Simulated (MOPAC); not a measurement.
MOPAC input (PM7):

```
PM7 1SCF CHARGE=-1 GEO-OK AUX(PRECISION=9) THREADS=1
C3H4Cl

C    -2.26163600 1    0.00599600 1   -0.66659800 1
C    -1.17511500 1   -0.64352900 1   -0.18132500 1
C     0.15782200 1   -0.30518500 1   -0.68231800 1
Cl    1.36016900 1    0.48665600 1    0.66472700 1
H    -3.17727400 1   -0.46858700 1   -0.24822700 1
H    -1.17630900 1   -1.47493600 1    0.54328700 1
H     0.11424500 1    0.46980100 1   -1.44108600 1
H     0.79003300 1   -1.14312100 1   -0.97288700 1
```

From the output:

```
                                                       MOPAC v23.2.5 Linux

          FINAL HEAT OF FORMATION =         32.71274 KCAL/MOL =     136.87010 KJ/MOL

          COSMO AREA              =        112.54 SQUARE ANGSTROMS
          COSMO VOLUME            =         97.57 CUBIC ANGSTROMS

          IONIZATION POTENTIAL    =          2.857955 EV
          HOMO LUMO ENERGIES (EV) =         -2.858  5.136
          NO. OF FILLED LEVELS    =         12
          MOLECULAR WEIGHT        =         75.5176         POINT GROUP:  C1

          MOLECULAR DIMENSIONS (Angstroms)

            Atom       Atom       Distance
            H     5   Cl     4     4.72592
            H     6    H     7     2.79744
            H     8    H     5     2.03724

          SCF CALCULATIONS        =          1

   ATOM   CHEMICAL          X               Y               Z
  NUMBER   SYMBOL      (ANGSTROMS)     (ANGSTROMS)     (ANGSTROMS)

     1       C         -2.26163600  *   0.00599600  *  -0.66659800  *
     2       C         -1.17511500  *  -0.64352900  *  -0.18132500  *
     3       C          0.15782200  *  -0.30518500  *  -0.68231800  *
     4      Cl          1.36016900  *   0.48665600  *   0.66472700  *
     5       H         -3.17727400  *  -0.46858700  *  -0.24822700  *
     6       H         -1.17630900  *  -1.47493600  *   0.54328700  *
     7       H          0.11424500  *   0.46980100  *  -1.44108600  *
     8       H          0.79003300  *  -1.14312100  *  -0.97288700  *

                             CARTESIAN COORDINATES

   1    C       -2.261636000     0.005996000    -0.666598000
   2    C       -1.175115000    -0.643529000    -0.181325000
   3    C        0.157822000    -0.305185000    -0.682318000
   4   Cl        1.360169000     0.486656000     0.664727000
   5    H       -3.177274000    -0.468587000    -0.248227000
   6    H       -1.176309000    -1.474936000     0.543287000
   7    H        0.114245000     0.469801000    -1.441086000
   8    H        0.790033000    -1.143121000    -0.972887000

           Empirical Formula: C3 H4 Cl  =     8 atoms

      MOLECULAR POINT GROUP   :   C1

                  EIGENVALUES
 -22.50211 -20.08168 -17.17437 -12.58734 -10.89994  -8.62110  -8.11327  -7.02438
  -6.23451  -6.15551  -4.11564  -2.85795   5.13570   7.73599   9.75533   9.87782
  10.36602  11.52810  12.10431  12.91729  78.03772  78.08707  78.28526  78.65178
  78.66805

              NET ATOMIC CHARGES AND DIPOLE CONTRIBUTIONS

  ATOM NO.   TYPE          CHARGE      No. of ELECS.   s-Pop       p-Pop       d-Pop
    1          C          -0.324300        4.3243     1.44412     2.88018
    2          C          -0.511667        4.5117     1.07289     3.43878
    3          C           0.063921        3.9361     1.12700     2.80908
    4         Cl          -0.525193        7.5252     1.98932     5.53152     0.00435
    5          H          -0.010079        1.0101     1.01008
    6          H           0.091364        0.9086     0.90864
    7          H           0.125898        0.8741     0.87410
    8          H           0.090056        0.9099     0.90994
 DIPOLE           X         Y         Z       TOTAL
 POINT-CHG.     3.418    -0.375    -1.250     3.658
 HYBRID         0.416    -1.440     1.395     2.048
 SUM            3.834    -1.815     0.145     4.244

          ATOMIC ORBITAL ELECTRON POPULATIONS

     Atom    s        px        py        pz      x^2-y^2     xz        z^2       yz        xy
    1  C   1.44412   0.94138   1.03226   0.90653
    2  C   1.07289   1.00555   1.20067   1.23255
    3  C   1.12700   0.94567   1.01065   0.85277
    4 Cl   1.98932   1.80979   1.92753   1.79420   0.00058   0.00146   0.00065   0.00085   0.00081
    5  H   1.01008
    6  H   0.90864
    7  H   0.87410
    8  H   0.90994

 **********************
 *                    *
 * JOB ENDED NORMALLY *
 *                    *
 **********************

 == MOPAC DONE ==
```

The dipole moment of an ion depends on the origin.

The geometry given is a B3LYP-D3(BJ)/def2-TZVP minimum.
